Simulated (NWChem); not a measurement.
## Basis-set convergence for HAlCl2O

SMILES: [OH][Al]([Cl])[Cl]
```xyz
5

Al    -0.0273     0.3510     0.0000
Cl     1.8400    -0.5845     0.0000
Cl    -1.7620    -0.7952     0.0000
O     -0.1868     2.0277     0.0000
H      0.5250     2.6695     0.0000
```
Charge 0, spin multiplicity 1.

All runs are NWChem calculations. The geometry was optimised at PBE0/def2-SVP, a minimum by its harmonic frequencies. It is one conformer; others weren't searched.

Quantity: dipole moment at the level B3LYP.

B3LYP has NWChem's definition, with VWN1-RPA local correlation. The Pople sets run with spherical d functions. The structure started from a generated list of species.

Question: In aug-cc-pVTZ the value is 1.65 D. Among STO-3G, pcseg-1, def2-SVP, 6-31+G*, 6-311G**, def2-SVPD, aug-pcseg-1, 6-311++G**, def2-TZVP, which is the smallest basis within 0.1 D of it?

Answer: def2-SVPD, with 109 functions against 219 and about 1 % of the time (also within reach: aug-pcseg-1, def2-TZVP). aug-cc-pVTZ isn't the basis-set limit itself, and a small set can land close by cancellation.

| basis | functions | dipole moment (D) |
|---|---|---|
| STO-3G | 33 | 3.18 |
| pcseg-1 | 73 | 1.95 |
| def2-SVP | 73 | 1.88 |
| 6-31+G* | 86 | 1.96 |
| 6-311G** | 102 | 2.12 |
| def2-SVPD | 109 | 1.69 |
| aug-pcseg-1 | 113 | 1.67 |
| 6-311++G** | 119 | 1.89 |
| def2-TZVP | 148 | 1.72 |
| aug-cc-pVTZ | 219 | 1.65 |
